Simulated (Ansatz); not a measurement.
Two isomers of C2H8AlFSi: A = `C[SiH2][CH2][AlH][F]`, B = `C[SiH]([AlH2])CF`.

Isolated molecules relaxed with PBE0-D4/def2-TZVP in Ansatz; ΔE leaves out vibrations. CCSD(T)/CBS adds triple-zeta CCSD(T) − MP2 to the extrapolated MP2 energy (def2 sets, frozen cores). DFT in def2-TZVPP. B3LYP here is the variant with VWN-RPA as its local correlation; programs differ in this. Each species was taken in one conformer, which may not be the lowest.

(1) Which isomer does CCSD(T)/CBS put lower? Give the gap. (Estimate.)

(2) Give E(B) − E(A) in kcal/mol with B3LYP-D4, PBE0-D4, B2PLYP, BLYP-D4, CCSD/def2-TZVPP, HF/def2-TZVPP, B3LYP. (An estimate is asked.)

(3) Does the order hold for the free energy at 298.15 K (harmonic terms from PBE0-D4)? (Best estimate.)

Largest T1 diagnostic: 0.012.

## Answers

(1) Ansatz gave: A, by 78.9 kcal/mol.

(2) Ansatz gave: B3LYP-D4 75.4, PBE0-D4 73.3, B2PLYP 78.1, BLYP-D4 73.7, CCSD/def2-TZVPP 77.8, HF/def2-TZVPP 76.5, B3LYP 75.1. None reverses the order clearly.

(3) Ansatz gave: Yes: G(B) − G(A) = +78.5 kcal/mol, for one conformer each. Modes under 60 cm⁻¹, often nearly free rotors, make the harmonic entropy too high.

From PBE to PBE0 (25 % exact exchange), in def2-TZVPP and without D4, E(B) − E(A) moves by +2.2 kcal/mol. At CCSD(T), def2-SVP lies −3.5 kcal/mol from the extrapolated value and def2-TZVPP −1.2 kcal/mol.
